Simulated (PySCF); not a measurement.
# How methods differ on the ionisation energy of Kr(25+)

Kr(25+) [Ne] 3s1 (2S) → Kr(26+) [Ne] (1S), as a difference of total energies. Calculation: PySCF 2.14, in an uncontracted even-tempered set (16 s from 2.9 bohr⁻², ratio 2.5; 10 p from 3.8 bohr⁻², ratio 2.5; 5 d from 14 bohr⁻², ratio 2.7; 4 f from 22 bohr⁻², ratio 2.7); no relativity, point nucleus. Correlated levels: outer shells: 1s2 frozen; virtual orbitals above 40 to 60 times the deepest correlated orbital energy dropped. The calculations carry no spin-orbit coupling.

| method | ionisation energy (eV) |
| --- | --- |
| UHF | 1185.6 |
| MP2 (outer shells) | 1186.3 |
| SCS-MP2 (outer shells) | 1186.1 |
| CCSD (outer shells) | 1186.3 |
| CCSD(T) (outer shells) | 1186.3 |

The gap to the reference is mostly relativistic.

For comparison: 1205.2 eV (semi-empirical (NIST evaluation); NIST Atomic Spectra Database, ionization energies).
